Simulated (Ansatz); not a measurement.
`F[C@H]1O[Si@H]1[GeH3]`. Total charge 0; spin multiplicity 1.

```xyz
10

F    -1.667    1.646    0.472
C    -0.460    1.803   -0.137
O     0.623    1.570    0.734
Si    0.622    0.365   -0.457
Ge   -0.009   -1.805    0.253
H    -0.431    2.774   -0.631
H     1.743    0.469   -1.425
H    -1.282   -1.709    1.099
H     1.124   -2.433    1.077
H    -0.264   -2.680   -0.985
```

(1) What are the harmonic wavenumbers in cm⁻¹ at PBE0-D4/def2-TZVP (Ansatz, finite differences of forces, unscaled)? (Best estimate.)

(2) Is this a minimum?

(3) Give the ideal-gas thermochemistry at 298.15 K and 1 bar (rigid rotor, harmonic oscillator; point group C1, symmetry number 1).

Answers

(1) The calculation gave: 63, 83, 143, 304, 345, 453, 483, 509, 591, 695, 750, 769, 818, 876, 879, 1053, 1132, 1163, 1350, 2154, 2160, 2185, 2224, 3126.

(2) Yes, all 24 modes are real.

(3) Zero-point energy 145.4 kJ/mol; H(298) − E = 167.0 kJ/mol; entropy 363.3 J/(mol·K), of which translation 171.6, rotation 118.1, vibration 73.7; G(298) − E = 58.7 kJ/mol. Modes under 100 cm⁻¹ are hindered rotations or soft bends, so the harmonic entropy is rough.
